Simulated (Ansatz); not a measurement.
C$_{2}$H$_{5}$FGe (`F/C=[CH]/[GeH3]`). Total charge 0; spin multiplicity 1. All single points use the PBE0-D4/def2-TZVP geometry.

```xyz
9

F     0.734   -2.261   -1.422
C     0.693   -1.064   -0.827
C    -0.356   -0.643   -0.146
Ge   -0.368    1.096    0.694
H     1.616   -0.513   -0.984
H    -1.217   -1.300   -0.070
H    -1.509    1.955    0.126
H    -0.573    0.953    2.211
H     0.981    1.778    0.417
```

What is the dipole moment at r2SCAN/def2-TZVPP? (Estimate.)

Computed: 0.80 D, with components (0.05, 0.72, 0.33) D in this frame, pointing from negative to positive charge.

And with PBE, B3LYP, ωB97M-V? (An estimate is asked.)

Computed: PBE 0.74 D, B3LYP 0.90 D, ωB97M-V 0.91 D.

Give the Mulliken charges with r2SCAN, B3LYP, PBE in def2-TZVPP. (Estimate.)

Computed: 
```
atom  r2SCAN  B3LYP    PBE
  F1   -0.19  -0.20  -0.15
  C2    0.16   0.12   0.09
  C3   -0.24  -0.22  -0.18
 Ge4    0.14   0.12   0.10
  H5    0.08   0.10   0.08
  H6    0.09   0.11   0.09
  H7   -0.02  -0.01  -0.01
  H8   -0.02  -0.01  -0.01
  H9   -0.02  -0.01  -0.01
```

B3LYP here is the variant with VWN-RPA as its local correlation; programs differ in this.
